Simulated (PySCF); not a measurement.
**Excitation energy of W²⁺ by level of theory**

W²⁺ [Xe] 4f14 5d4 (5D) → W²⁺ [Xe] 4f14 5d3 6s1 (5F), as a difference of total energies. All numbers are calculated (PySCF 2.14, a scalar-relativistic core potential, in def2-TZVPPD with the def2 core potential (60 electrons) (6s5p3d2f1g, 59 functions)). Correlated levels: valence: 5s2 5p6 frozen. The calculations carry no spin-orbit coupling.

```tsv
method	excitation energy (eV)
UHF	1.289
MP2 (valence)	1.407
SCS-MP2 (valence)	1.328
CCSD (valence)	1.403
CCSD(T) (valence)	1.403
```

Q: How much does correlation contribute at CCSD(T) (valence)?

A: 1.403 − (1.289) = 0.114 eV, measured against UHF.
